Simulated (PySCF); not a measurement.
C3H8BOP.
Atom-mapped SMILES: `[CH2:1]=[C:2]([BH:3][PH2:4])[O:5][CH3:6]` (hydrogens: H7, H8 on C1; H9 on B3; H10, H11 on P4; H12, H13, H14 on C6)

Method used: PySCF, PBE0-D3(BJ)/def2-SVP geometry optimisation, gas phase.

Question: List the bond lengths, angles and torsions at this level.

Answer: 
| bond | length (Å) |
| --- | --- |
| C1=C2 | 1.353 |
| C2–B3 | 1.553 |
| B3–P4 | 1.876 |
| C2–O5 | 1.355 |
| O5–C6 | 1.398 |
| C1–H7 | 1.090 |
| C1–H8 | 1.093 |
| B3–H9 | 1.207 |
| P4–H10, P4–H11 | 1.419 |
| C6–H12, C6–H13, C6–H14 | 1.103 |

Bonds in one row agree within 0.01 Å and their mean is given. A selection of angles:
| angle | degrees |
| --- | --- |
| C2–C1–H7 | 118.5 |
| C2–C1–H8 | 124.3 |
| H7–C1–H8 | 117.2 |
| C1–C2–B3 | 120.2 |
| C1–C2–O5 | 124.7 |
| B3–C2–O5 | 115.1 |
| C2–B3–P4 | 121.1 |
| C2–B3–H9 | 119.3 |
| P4–B3–H9 | 119.2 |
| B3–P4–H10 | 103.0 |
| B3–P4–H11 | 102.4 |
| H10–P4–H11 | 100.0 |
| C2–O5–C6 | 118.5 |
| O5–C6–H12 | 107.0 |
| O5–C6–H13 | 111.6 |
| H12–C6–H13 | 109.0 |
| H13–C6–H14 | 108.4 |

Torsions: C1–C2–B3–P4 178° (antiperiplanar); C1–C2–O5–C6 -1° (synperiplanar). The mirror-image conformer, all signs reversed, is as good.

The 2 C–O bonds span 1.355 Å (C2–O5, drawn single) to 1.398 Å (O5–C6, drawn single), a spread of 0.043 Å. O5 (ether oxygen) is bent (angle 118.5°). P4 (three-coordinate phosphorus) is pyramidal (angles 103.0°, 102.4° and 100.0°, sum 305.3°, 0.68 Å off the plane of its three neighbours). The 6 heavy atoms lie in one plane (0.016 Å rms). Of the pairs four or more bonds apart, C6···H8 is among the closest relative to their van der Waals radii: 2.56 Å, 88 % of the sum of Bondi's values. B3 (three-coordinate boron) is planar (angles 121.1°, 119.3° and 119.2°, sum 359.5°, 0.06 Å off the plane of its three neighbours).

Whether it is a minimum is left open (no frequencies). One conformer, not necessarily the lowest (C1–C2–B3–P4 178°, C2–B3–P4–H 41° and 144°, C1–C2–O5–C6 -1°).
